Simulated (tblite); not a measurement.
Compound: C2H6O2Si2.
Z-matrix (Å and degrees, GFN2-xTB geometry), rows numbered from 1:
```
O 
C   1  1.2083
C   2  1.5178  1  122.71
Si  3  1.9051  2  107.06  1   149.86
O   4  1.6434  3   98.60  2    21.38
Si  5  1.6386  4  121.72  3    -9.13
H   3  1.0930  2  105.77  1   -94.24
H   3  1.0894  2  110.48  1    20.94
H   4  1.4582  3  113.21  2   -92.10
H   4  1.4570  3  114.28  2   132.88
H   6  1.4531  2  112.46  1   -43.56
H   6  1.4561  2  113.28  1    91.46
```

Level: GFN2-xTB in tblite, geometry and Hessian alike; calculated harmonic values, unscaled, isolated species. The method is semi-empirical: single wavenumbers can be off by several per cent or more. Modes of hydrogen on silicon can be 10 to 20 % off. One conformer, not necessarily the lowest.

Harmonic wavenumbers (cm⁻¹): 70.0, 124.7, 294.4, 345.7, 377.6, 420.0, 476.8, 530.5, 564.3, 586.3, 591.5, 634.5, 640.2, 735.3, 745.9, 766.4, 774.5, 808.1, 926.0, 993.3, 1052.0, 1181.9, 1425.4, 1735.6, 2299.0, 2314.6, 2318.4, 2347.6, 2951.9, 3001.4.

A = 3509, B = 2301, C = 1485 MHz; mass 117.991 u (most abundant isotopes); point group C1, symmetry number 1.

Task: Zero-point energy?

Result: Half the sum of the wavenumbers: 16017 cm⁻¹ = 191.61 kJ/mol.

Task: What is S at 500 K and 1 bar for an ideal gas of classical rigid rotors and harmonic oscillators?

Result: Translation 179.10, rotation 122.28, vibration 132.63: S = 434.0 J/(mol K).

Task: And Cp and H(500 K) − H(0)?

Result: Cp = 177.43 J/(mol K), of which vibrations give 144.17 (their classical limit is 30 R = 249.4); H(500 K) − H(0) = 53.72 kJ/mol without the zero-point energy, 37.09 from vibrations.

Task: How do the functions run with temperature in this model?

Result: 
| T (K) | S (J/(mol K)) | Cp (J/(mol K)) | H − H(0) (kJ/mol) | G − H(0) (kJ/mol) | ln q(vib) |
| --- | --- | --- | --- | --- | --- |
| 100 | 262.5 | 54.1 | 4.23 | -22.01 | 0.67 |
| 200 | 310.8 | 91.9 | 11.43 | -50.74 | 1.93 |
| 300 | 355.5 | 129.3 | 22.56 | -84.08 | 3.50 |
| 800 | 526.7 | 216.2 | 113.36 | -308.03 | 12.18 |
| 1000 | 576.8 | 232.1 | 158.28 | -418.51 | 15.31 |

q(vib) and H(0) count from the zero-point level.

Task: What must be added to the electronic energy to get the Gibbs energy at 500 K and 1 bar?

Result: ZPE + [H(500 K) − H(0)] − T·S = 191.61 + 53.72 − 217.01 = 28.32 kJ/mol.

Task: Blend soft modes into free rotors: weight 1/[1 + (100 cm⁻¹/ν̃)⁴] for the oscillator and the rest for a rotor with moment μB/(μ + B), μ = h/(8π²ν), B = 10⁻⁴⁴ kg m². What vibrational entropy results?

Result: 126.67 J/(mol K) in place of 132.63, which changes −T·S at 500 K by +2.98 kJ/mol.

Task: Which modes carry the vibrational entropy at 500 K?

Result: 70.0 cm⁻¹: 21.65; 124.7 cm⁻¹: 16.88; 294.4 cm⁻¹: 9.94; 345.7 cm⁻¹: 8.69; 377.6 cm⁻¹: 8.02; 420.0 cm⁻¹: 7.23 J/(mol K); the other 24 give 60.22 together.

Hindered rotation and anharmonicity are outside this model. Other conformers, if any are populated, would add a mixing term that is left out. The structure is chiral; the term R ln 2 for an equal mix with its mirror image is left out.
